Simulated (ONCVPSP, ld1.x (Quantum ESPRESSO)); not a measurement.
# Potentials for oxygen (O) compared

Generated with ld1.x 7.5 (TM, RRKJ, ultrasoft, PAW), atompaw 4.2 or ONCVPSP 4.0.1. The cutoff is in Ry: for ld1.x and atompaw files where the sum of valence levels is converged to 10 mRy in a Bessel basis, for ONCV files where the hardest occupied wave has 1 mHa per electron of residual kinetic energy. The error is the largest all-electron minus pseudo excitation energy over each file’s own four to seven test configurations (ionisations up to +4, promotions, holes and added fractions of an electron), all of which were solved. The labels leave out finer settings (local radius, basis sizes, second energies), which also bear on the numbers. Spin-polarised tests are not counted. The rows are a selection from randomly drawn settings: files with unsolved tests, undetermined cutoffs or missed reference levels are left out.

A true bound ghost makes a file unfit for plane-wave use even where its test errors are small: the radial tests pick states by their node count and pass the ghost by.

| potential | cutoff (Ry) | largest error (meV) | bound ghosts |
| --- | --- | --- | --- |
| TM, LDA (PZ), non-relativistic, rc 0.80/1.40/1.40 (spd), local d, core correction no, reference 2s2 2p4 | 80 | +2057 | none |
| ONCV, Wu-Cohen, scalar-relativistic, rc 0.75/1.20 (sp), local smoothed, core correction yes, reference 2s1.75 2p4.25, qcut 7.9/10.9, projectors 2/1 | 134 | +44 | none |
| ultrasoft, LDA (PZ), scalar-relativistic, rc 0.85/1.80 (sp), local smoothed, core correction yes, reference 2s2 2p4 | 30 | +700 | none |
| ONCV, PBEsol, scalar-relativistic, rc 0.60/2.15 (sp), local s, core correction yes, reference 2s1.5 2p4.5, qcut 10.4/5.5, projectors 0/2 | 469 | +1886 | none |
| ONCV, revPBE, scalar-relativistic, rc 0.90/2.10/2.00 (spd), local smoothed, core correction yes, reference 2s2 2p4, qcut 7.4/6.7/4, projectors 2/3/1 | 113 | +2503 | none |
| ONCV, PBE, scalar-relativistic, rc 0.65/1.00/0.85 (spd), local smoothed, core correction yes, reference 2s2 2p3, qcut 12.4/7.9/9.5, projectors 1/2/3 | 318 | +250 | d |
| ONCV, revPBE, scalar-relativistic, rc 0.75/1.40/1.30 (spd), local smoothed, core correction no, reference 2s2 2p2, qcut 7.8/10.2/8, projectors 2/2/2 | 241 | +395 | none |
| ONCV, PBE, fully relativistic, rc 0.80/1.95 (sp), local smoothed, core correction no, reference 2s2 2p2, qcut 8.5/6.7, projectors 2/2 | 132 | +2106 | none |

Task: Fill in the row for O: PAW, LDA (PZ), non-relativistic, rc 0.75/1.65 (sp), local smoothed, core correction yes, reference 2s2 2p2.

Result: cutoff 55 Ry, largest error -12 meV, bound ghosts: none.
